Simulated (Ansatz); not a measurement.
A nudged elastic band was laid between two geometries of C₂H₅BSe (9 atoms, charge 0, multiplicity 1).

These are results of Ansatz, RKS PBE/def2-SVP, not measurements.

```yaml
movable_images: 5
climbing_image: yes
spring: 5.0 eV/Å²
optimiser: quadratic models (default)
start_path: through a guess of the saddle point
force_threshold: 0.05 eV/Å
iteration_limit: 60
end_points: relaxed
```

First end point:

```xyz
9
Properties=species:S:1:pos:R:3
C -0.116 0.303 -1.196
B 0.518 0.085 0.237
C -0.124 -0.758 1.349
Se -0.966 0.579 2.183
H 0.467 -0.328 -1.908
H 0.010 1.348 -1.546
H -1.181 0.013 -1.280
H 1.639 0.524 0.465
H -0.158 -1.813 1.677
```

Last end point:

```xyz
9
Properties=species:S:1:pos:R:3
C 0.294 0.688 -1.270
B 0.590 -0.265 -0.179
C -0.338 -0.348 1.170
Se -1.626 0.759 1.845
H 1.047 0.969 -2.027
H -0.672 1.214 -1.371
H -0.718 -0.822 0.128
H 1.481 -1.092 -0.149
H 0.030 -1.149 1.837
```

Problem. Which bonds break or form, and what moves?

Solution. Bonds broken: C1–H7. Bonds formed: C3–H7.

Problem. What energy profile does the band end with?

Solution. The run converged. The highest image is number 5 of 0 to 6, 2.09 eV above the first end and 0.15 eV above the last; the last end lies 1.94 eV above the first. Neighbouring images differ by up to 1.3 eV, so the band resolves the path poorly. A vibrational analysis at the climbing image gives one clearly imaginary mode, 972i cm⁻¹: a first-order saddle point. The orbitals stay closed-shell, which can raise the energy where a bond breaks towards radicals; this wasn't checked here.

```tsv
image	path coordinate (Å)	energy (eV)	C1–H7 (Å)	C3–H7 (Å)
0	0.00	0.00	1.11	2.94
1	0.84	0.03	1.11	2.94
2	1.67	0.07	1.11	3.02
3	2.51	0.18	1.12	2.94
4	3.34	0.75	1.18	2.28
5	4.17	2.09	1.77	1.44
6	4.92	1.94	2.29	1.21
```

Problem. What is the geometry of the highest image?

Solution. 
```xyz
9
Properties=species:S:1:pos:R:3
C 0.252 0.648 -1.190
B 0.710 -0.182 -0.040
C -0.304 -0.345 1.202
Se -1.571 0.777 1.836
H 0.771 0.675 -2.164
H -0.695 1.219 -1.158
H -0.554 -0.578 -0.194
H 1.628 -0.976 -0.078
H -0.150 -1.284 1.769
```

The run took 120 s on 2 threads of Arm Neoverse V2, on a shared host, peak memory 0.14 GiB.
